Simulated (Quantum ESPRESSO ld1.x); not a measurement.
Q: All-electron atom: the calcium ion Ca5+ in [Ne] 3s2 3p3. All-electron calculation, scalar-relativistic Kohn-Sham, LDA (Slater exchange, Perdew-Zunger correlation), spin-polarised, spherical densities, point nucleus; open shells are filled with parallel spins first. Program: ld1.x of Quantum ESPRESSO 7.5. Some entries of the table are withheld. Estimate them.

| orbital | occ. | eigenvalue (eV) | <1/r> (bohr^-1) |
|---|---|---|---|
| 1s up | 1 | -4023.60 | 19.70 |
| 1s down | 1 | -4022.41 | 19.70 |
| 2s up | 1 | (1) | 4.046 |
| 2s down | 1 | (2) | 4.049 |
| 2p up | 3 | -416.938 | 3.959 |
| 2p down | 3 | -415.428 | 3.960 |
| 3s up | 1 | -118.458 | (3) |
| 3s down | 1 | -113.373 | (4) |
| 3p up | 3 | (5) | 1.228 |
| 3p down | 0 | (6) | 1.215 |

A: 
(1) 2s up eigenvalue (eV): -494.824
(2) 2s down eigenvalue (eV): -493.595
(3) 3s up <1/r> (bohr^-1): 1.319
(4) 3s down <1/r> (bohr^-1): 1.310
(5) 3p up eigenvalue (eV): -98.1133
(6) 3p down eigenvalue (eV): -93.1967
